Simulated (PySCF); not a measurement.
## Assigning NMR signals

Bonds (- single, = double, # triple, : aromatic): O1=C2 1.202 Å, C2-C3 1.504 Å, C3-C4 1.510 Å, C4-Br5 1.940 Å. C2 carries H6; C3 carries H7, H8; C4 carries H9, H10.

- shielding tensors at PBE0/pcSseg-1 (GIAO)
- B3LYP/pcJ-1 (pcSseg-1 on Br) coupling constants (without the spin–dipole term)
- PBE0-D3(BJ)/def2-SVP structure
- program: PySCF 2.14
- isolated molecule, one computed conformer, non-relativistic, equivalent nuclei averaged

Scale: $^{13}$C, $^{1}$H against TMS (reference shieldings calculated alike).

Question: Assign these signals to the numbered atoms. $^{13}$C{$^{1}$H} NMR (computed): δ 202.8 (CH), 52.5 (CH2), 35.3 (CH2).

Answer: 
| δ (ppm) | atoms | environment | reason |
| --- | --- | --- | --- |
| 202.8 | C2 | aldehyde carbonyl carbon | low-lying n→π* states of the double bond to the heteroatom give a large paramagnetic term (-265 ppm) |
| 52.5 | C3 | sp3 CH2 α to a carbonyl | the adjacent C=O deshields it moderately |
| 35.3 | C4 | sp3 CH2 bonded to Br | – |

Question: Assign these signals to the numbered atoms. $^{1}$H NMR (300 MHz, computed): δ 9.73 (s, 1H), 3.40 (t, J = 8.5 Hz, 2H), 2.71 (t, J = 8.5 Hz, 2H).

Answer: 
```tsv
δ (ppm)	atoms	environment	reason
9.73	H6	hydrogen on an aldehyde carbonyl carbon	deshielded by the polar, anisotropic C=O bond
3.40	H9/H10	hydrogen on an sp3 CH2 bonded to Br	its carbon carries Br, hence the downfield position
2.71	H7/H8	hydrogen on an sp3 CH2 α to a carbonyl	α to C=O
```

The calculation has no spin–orbit term, so carbons bonded to Br come out too deshielded (the heavy-atom effect is absent). Multiplet labels drop couplings under 1 Hz and merge nearly equal ones. Unscaled 3J(H,H) at this level run about 10 % above measured values. Shifts are as computed. Against solution values, carbons near 30 ppm lie about +2 ppm off and those near 130 ppm about +5 ppm; carbons on Br a further +13 ppm. Of 1211 compounds with measured shifts, 218 miss one by over three times the rms of a fit or turn the order of signals round; such compounds aren't used in these exercises. Couplings across =CH–CH2 type bonds come from one rotamer and its mirror image, and can be 1–2 Hz further off. Across freely rotating sp3–sp3 bonds, 3J(H,H) is taken as (2 J gauche + J anti)/3 from the one conformer, which assumes equal rotamer populations.
